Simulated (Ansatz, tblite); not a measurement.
Series (ClBeX)2: vertical IE (eV) at several levels, gas phase, relaxed structures; Ansatz, xTB through tblite. Raw xTB energies of ions are shifted by several eV. The structures are stationary points that may keep the symmetry of their start. Remarks come from the PBE and PBE0 runs and from stability tests at other levels; not every state was tested. HOMO above LUMO (over both spins in singlets and doublets, within one spin in higher multiplets; at PBE or PBE0), or a gap under 0.15 eV within one spin, warns that the state may not be the lowest or that an electron is smeared out.

```tsv
species	state	geometry	GFN2-xTB	PBE-D4/def2-TZVP	r2SCAN-D4/def2-TZVP	PBE0-D4/def2-TZVP	remarks
(ClBe-mu-F)2 (Be2Cl2F2)	singlet to doublet	r2SCAN-D4/def2-SVP	15.18	10.82	11.06	11.38	gap within one spin near zero at PBE or PBE0 (+1 doublet)
(ClBe-mu-H)2 (Be2H2Cl2)	singlet to doublet	PBE-D4/def2-TZVP	14.11	10.30	10.52	10.81	–
(ClBe-mu-Cl)2 (Be2Cl4)	singlet to doublet	PBE0-D4/def2-SVP	14.88	10.42	10.68	11.00	–
(ClBe-mu-OH)2 (Be2Cl2O2H2)	singlet to doublet	r2SCAN-D4/def2-SVP	14.36	10.06	10.31	10.64	–
(ClBe-mu-NH2)2 (Be2N2Cl2H4)	singlet to doublet	PBE-D4/def2-SVP	13.76	9.39	9.64	10.00	–
```

Over the 5 species that have every level, the mean is 14.46 at GFN2-xTB, 10.20 at PBE-D4/def2-TZVP, 10.44 at r2SCAN-D4/def2-TZVP, 10.77 at PBE0-D4/def2-TZVP.
